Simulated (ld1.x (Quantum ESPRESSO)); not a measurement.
**Configuration tests for Al (Z = 13) (PAW)**

Al (Z = 13), PAW, made with ld1.x (Quantum ESPRESSO) 7.5 (PW91, non-relativistic). Core [Ne], reference 3s2 3p0.5 (charge +0.5). Waves: 3s (bound): rcut 2.10, rcutus 2.35 bohr; 3s channel at 2.7 Ry: rcut 2.10, rcutus 2.35 bohr; 3p (bound): rcut 2.10, rcutus 2.60 bohr; 3p channel at 1.4 Ry: rcut 2.10, rcutus 2.60 bohr; 3d channel at 0.45 Ry: rcut 2.55, rcutus 2.90 bohr. Local part: all-electron potential smoothed inside 2.05 bohr (lloc = -2). Core correction: Bessel-smoothed model core, default radius (core density twice the valence density). Augmentation charge: BESSEL, radius 2.20 bohr.

Energies are relative to the spin-unpolarised reference configuration 3s2 3p0.5; without spin polarisation the order of configurations can differ from experiment. Not all tests gave a result: test run stopped at test 6 of 7 (negative rho).

```csv
valence configuration,charge,ΔE all-electron (eV),error AE − PS (meV)
3s1 3p0,+2,22.949,-17
3s1 3p1,+1,9.479,-2.9
3s2 3p1.3,-0.3,-2.693,-0.1
```

Question: What are ΔE and the potential's error for 3s2 3p0?

Answer: ΔE = 3.705 eV all-electron; the error (AE − PS) is -0.4 meV.

Question: What are ΔE and the potential's error for 3s2 3p1?

Answer: ΔE = -2.108 eV all-electron; the error (AE − PS) is -0.1 meV.
